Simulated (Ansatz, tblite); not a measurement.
Forces on the cluster Cs₃H₃⁻ at its r2SCAN-D4/def2-TZVPD geometry. The state is a doublet with charge -1.

In the def2 sets Cs takes a core potential; there is no spin–orbit coupling. The xTB rows come from tblite. At PBE-D4/def2-TZVPD the charge -1 doublet is spin-contaminated (final ⟨S²⟩ up to 1.25, 0.75 for a pure state). At PBE-D4/def2-TZVPD the highest occupied level of the charge -1 doublet lies above zero (up to 0.27 eV). Its loss leaves the charge 0 singlet, which lies 0.97 eV higher (vertical, at PBE-D4/def2-TZVPD), but this difference is unsure: the singlet is doubtful (geometry relaxed on an unsound state). In the doublet, H4 and H5 lie 0.76 Å apart (atoms count from 1), so H2 has formed as a molecule. The geometry of the doublet was relaxed on an unsound state (⟨S²⟩ 1.50, where a pure state has 0.75). The structure comes from a short search, and lower isomers may exist.

GFN2-xTB (tblite), largest force 0.96 eV/Å:

```xyz
6
positions Å, forces eV/Å
Cs    1.878    2.473    1.455    0.183    0.309    0.315
Cs    0.946   -2.266    1.320    0.603   -0.591    0.462
Cs   -2.528    1.174   -0.044   -0.680    0.680   -0.041
H    -0.125   -0.655   -1.336    0.206    0.425    0.550
H    -0.333   -1.096   -1.919   -0.223   -0.499   -0.690
H     0.161    0.371    0.525   -0.088   -0.325   -0.596
```

PBE-D4/def2-TZVPD (Ansatz), largest force 0.39 eV/Å:

```
Cs -0.051 -0.060 -0.020
Cs 0.008 0.056 -0.015
Cs 0.058 0.007 0.004
H 0.104 0.224 0.301
H -0.099 -0.197 -0.243
H -0.019 -0.030 -0.026
```
